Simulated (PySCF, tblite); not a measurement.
Isomers of C5H9FN2Si, one GFN2-xTB conformer each. Single-point energies are computed at PBE0/pcSseg-1 (PySCF, gas phase, no added dispersion term), electronic only.

```tsv
SMILES	GFN2-xTB relative energy (kcal/mol)
C[C@H](N[SiH3])/C(C#N)=C/F	26.3
N#CC[C@@H]1C[Si@@H](CF)N1	31.1
N#C[C@]1(F)CCNC[SiH2]1	35.2
CCn1nc(F)cc1[SiH3]	0.0
```

Conformers: `[CH3:1][C@H:2]([NH:3][SiH3:4])/[C:5]([C:6]#[N:7])=[CH:8]/[F:9]` with C1–C2–N3–Si4 152°, C1–C2–C5–C6 -65°; `[N:1]#[C:2][CH2:3][C@@H:4]1[CH2:5][Si@@H:6]([CH2:7][F:8])[NH:9]1` with C2–C3–C4–C5 -67°, C5–Si6–C7–F8 179°, C3–C4–C5–Si6 -107°, C4–C5–Si6–C7 -119°, C5–Si6–N9–C4 10°, C3–C4–N9–Si6 106°; `[N:1]#[C:2][C@:3]1([F:4])[CH2:5][CH2:6][NH:7][CH2:8][SiH2:9]1` with C2–C3–C5–C6 -66°, C3–C5–C6–N7 -67°, C5–C6–N7–C8 68°, C6–N7–C8–Si9 -58°; `[CH3:1][CH2:2][n:3]1[n:4][c:5]([F:6])[cH:7][c:8]1[SiH3:9]` with C1–C2–N3–N4 -86°.

Q: What does PBE0/pcSseg-1 give for the same structures?

A: 
```tsv
SMILES	PBE0/pcSseg-1 E (Eh)	PBE0/pcSseg-1 (kcal/mol)	GFN2-xTB (kcal/mol)	point group
CCn1nc(F)cc1[SiH3]	-694.13335	0.0	0.0	C1
N#CC[C@@H]1C[Si@@H](CF)N1	-694.13208	0.8	31.1	C1
N#C[C@]1(F)CCNC[SiH2]1	-694.11849	9.3	35.2	C1
C[C@H](N[SiH3])/C(C#N)=C/F	-694.11663	10.5	26.3	C1
```

Both levels put the same isomer lowest; measured from each level's own lowest isomer, the values differ by up to 30.3 kcal/mol (N#CC[C@@H]1C[Si@@H](CF)N1: 31.1 against 0.8). As drawn, the lowest has an aromatic ring, an N–N linkage and an Si–C bond, which the highest lacks; the highest has a C≡N group, an N–H bond and a C=C bond outside aromatic rings, which the lowest lacks. Neighbours under 2.5 kcal/mol apart (CCn1nc(F)cc1[SiH3] and N#CC[C@@H]1C[Si@@H](CF)N1; N#C[C@]1(F)CCNC[SiH2]1 and C[C@H](N[SiH3])/C(C#N)=C/F) can change places with a better method, another conformer or zero-point energy.

Q: Which frontier levels, dipoles and rotational constants go with these structures?

A: 
| SMILES | HOMO (eV, PBE0/pcSseg-1) | LUMO (eV) | dipole (D) | A, B, C (MHz) |
| --- | --- | --- | --- | --- |
| CCn1nc(F)cc1[SiH3] | -7.15 | -0.31 | 3.54 | 1851, 1084, 729.2 |
| N#CC[C@@H]1C[Si@@H](CF)N1 | -7.25 | -0.06 | 2.51 | 5307, 554.9, 532.4 |
| N#C[C@]1(F)CCNC[SiH2]1 | -6.66 | -0.47 | 4.05 | 1807, 1210, 1106 |
| C[C@H](N[SiH3])/C(C#N)=C/F | -7.51 | -1.32 | 4.67 | 1792, 874.1, 690.8 |

Q: What happens when harmonic zero-point energies from GFN2-xTB frequencies are added?

A: 
```
                    SMILES  ZPE (kcal/mol)  electronic (kcal/mol)  with ZPE (kcal/mol)
        CCn1nc(F)cc1[SiH3]            82.2                    0.0                  0.0
 N#CC[C@@H]1C[Si@@H](CF)N1            84.1                    0.8                  2.8
    N#C[C@]1(F)CCNC[SiH2]1            83.7                    9.3                 10.9
C[C@H](N[SiH3])/C(C#N)=C/F            80.3                   10.5                  8.6
```

The zero-point energies span 3.8 kcal/mol. The lowest isomer stays, but the order above it changes.
